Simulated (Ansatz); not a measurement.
`O[B-]1(F)OC(C(F)(F)F)=CC(C(F)(F)F)=[O+]1`, charge 0, multiplicity 1.

Give a relaxed structure at PBE0-D4/def2-TZVP (Ansatz). (Best estimate.)

Ansatz gave: 
Z-matrix (Å, degrees):
```
B
F 1 1.353
O 1 1.545 2 107.6
O 1 1.545 2 107.6 3 -112.8
O 1 1.387 2 119.0 3 123.6
C 3 1.262 1 122.6 2 -137.3
C 4 1.262 1 122.6 2 137.3
H 5 0.958 1 112.7 2 0.0
C 6 1.530 3 113.9 1 -170.9
C 6 1.384 3 124.7 1 11.0
C 7 1.530 4 113.9 1 170.9
F 9 1.331 6 111.1 3 178.8
F 9 1.328 6 109.9 3 -61.2
F 9 1.327 6 110.1 3 58.6
H 10 1.076 6 122.1 3 180.0
F 11 1.331 7 111.1 4 -179.0
F 11 1.327 7 110.1 4 -58.8
F 11 1.328 7 109.9 4 61.0
```
Point group Cs.
This is one stationary point; other conformers may exist.
